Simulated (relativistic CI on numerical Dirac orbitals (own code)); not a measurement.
## Calculated levels, Fe XVIII

Calculated at this level of theory: Dirac-Coulomb-Breit CI, KLI orbitals optimised for each configuration, QED by a radiative potential, unscaled Slater integrals (own radial code, finite nucleus).

CI space (outside the closed core 1s2): 2s2 2p5, 2s 2p6, 2p6 3s, 2p6 3p, 2s2 2p4 3s, 2p6 3d, 2s2 2p4 3p, 2s2 2p4 3d, 2s 2p5 3s, 2s 2p5 3p, 2s 2p5 3d, 2s2 2p4 4s, 2s2 2p4 4p, 2s2 2p4 4d, 2s2 2p4 4f, 2s 2p5 4s, 2s2 2p3 3s2, 2s2 2p4 5s, 2s 2p5 4p, 2s2 2p4 5p, 2s2 2p4 5d, 2s2 2p4 5f, 2s2 2p4 5g, 2s 2p5 4d, 2s2 2p3 3s 3p, 2s 2p5 4f, 2s2 2p3 3p2, 2s2 2p3 3s 3d, 2s2 2p3 3p 3d, 2s 2p4 3s2, 2s 2p4 3s 3p, 2s2 2p3 3d2, 2s 2p5 5s, 2s 2p5 5p, 2s 2p5 5d, 2s 2p5 5f. Levels of other configurations are missing.

The lowest level is 2s2 2p5 2P°_3/2, with 100 % of that term; Hund's rules for 2s2 2p5 give 2P° with J = 3/2, in agreement.

| No. | Configuration | Term | J | E (10³ cm⁻¹) | % | jj configuration (%) |
| --- | --- | --- | --- | --- | --- | --- |
| 1 | 2s2 2p5 | 2P° | 3/2 | 0.0 | 100 | 2p3/2^3 (100) |
| 2 | 2s2 2p5 | 2P° | 1/2 | 102.4 | 100 | 2p1/2 2p3/2^4 (100) |
| 3 | 2s 2p6 | 2S | 1/2 | 1080.7 | 100 | 2s (100) |
| 4 | 2p4(3P) 3s | 4P | 5/2 | 6217.1 | 92 | 2p3/2^2 3s (89) |
| 5 | 2p4(3P) 3s | 2P | 3/2 | 6244.8 | 57 | 2p3/2^2 3s (88) |
| 6 | 2p4(3P) 3s | 4P | 1/2 | 6295.4 | 83 | 2p3/2^2 3s (61) |
| 7 | 2p4(3P) 3s | 4P | 3/2 | 6313.9 | 67 | 2p1/2 2p3/2^3 3s (95) |
| 8 | 2p4(3P) 3s | 2P | 1/2 | 6339.4 | 90 | 2p1/2 2p3/2^3 3s (81) |
| 9 | 2p4(1D) 3s | 2D | 5/2 | 6398.4 | 91 | 2p1/2 2p3/2^3 3s (89) |
| 10 | 2p4(1D) 3s | 2D | 3/2 | 6402.2 | 87 | 2p1/2 2p3/2^3 3s (93) |
| 11 | 2p4(3P) 3p | 4P° | 3/2 | 6462.9 | 61 | 2p3/2^2 3p1/2 (85) |
| 12 | 2p4(3P) 3p | 4P° | 5/2 | 6466.3 | 67 | 2p3/2^2 3p1/2 (52) |
| 13 | 2p4(3P) 3p | 2P° | 1/2 | 6494.1 | 44 | 2p3/2^2 3p3/2 (78) |
| 14 | 2p4(3P) 3p | 4D° | 7/2 | 6499.4 | 90 | 2p3/2^2 3p3/2 (91) |
| 15 | 2p4(3P) 3p | 2D° | 5/2 | 6500.4 | 62 | 2p3/2^2 3p3/2 (52) |
| 16 | 2p4(3P) 3p | 4D° | 1/2 | 6551.0 | 54 | 2p1/2 2p3/2^3 3p1/2 (53) |
| 17 | 2p4(1S) 3s | 2S | 1/2 | 6551.0 | 77 | 2p3/2^4 3s (76) |
| 18 | 2p4(3P) 3p | 4D° | 3/2 | 6552.9 | 45 | 2p3/2^2 3p3/2 (45) |
| 19 | 2p4(3P) 3p | 4P° | 1/2 | 6554.6 | 34 | 2p3/2^2 3p1/2 (33) |
| 20 | 2p4(3P) 3p | 4D° | 3/2 | 6569.3 | 40 | 2p3/2^2 3p3/2 (42) |
| 21 | 2p4(3P) 3p | 4D° | 5/2 | 6586.1 | 58 | 2p1/2 2p3/2^3 3p3/2 (96) |
| 22 | 2p4(1D) 3p | 2P° | 3/2 | 6589.3 | 39 | 2p3/2^2 3p3/2 (32) |
| 23 | 2p4(3P) 3p | 2S° | 1/2 | 6605.9 | 52 | 2p1/2 2p3/2^3 3p3/2 (78) |
| 24 | 2p4(3P) 3p | 2D° | 3/2 | 6611.2 | 63 | 2p1/2 2p3/2^3 3p3/2 (77) |
| 25 | 2p4(1D) 3p | 2F° | 5/2 | 6646.3 | 81 | 2p1/2 2p3/2^3 3p1/2 (88) |
| 26 | 2p4(1D) 3p | 2F° | 7/2 | 6667.6 | 90 | 2p1/2 2p3/2^3 3p3/2 (91) |
| 27 | 2p4(1D) 3p | 2D° | 3/2 | 6683.4 | 83 | 2p1/2 2p3/2^3 3p3/2 (68) |
| 28 | 2p4(1D) 3p | 2D° | 5/2 | 6695.4 | 89 | 2p1/2 2p3/2^3 3p3/2 (86) |
| 29 | 2p4(1D) 3p | 2P° | 3/2 | 6744.9 | 91 | 2p1/2 2p3/2^3 3p1/2 (68) |
| 30 | 2p4(1D) 3p | 2P° | 1/2 | 6763.6 | 90 | 2p1/2 2p3/2^3 3p3/2 (69) |

Energies count from the lowest computed level; ° marks odd parity. Percentages are summed over parent terms; the parents shown are those of the largest component, closed shells are left out there. Filled j subshells are mostly left out of the jj labels.

The mean weight of the leading LS term, summed over parents, in these 30 levels is 73 %, and that of the leading jj configuration (from the same eigenvectors) 75 %.

At this charge energies of transitions that change n are usually good to better than 1 %, and those within a shell (Δn = 0) to a few per cent.

LS names give the leading component of a level, which can be under half, so a name can repeat, a term be missing and a line seem to break the LS rules.
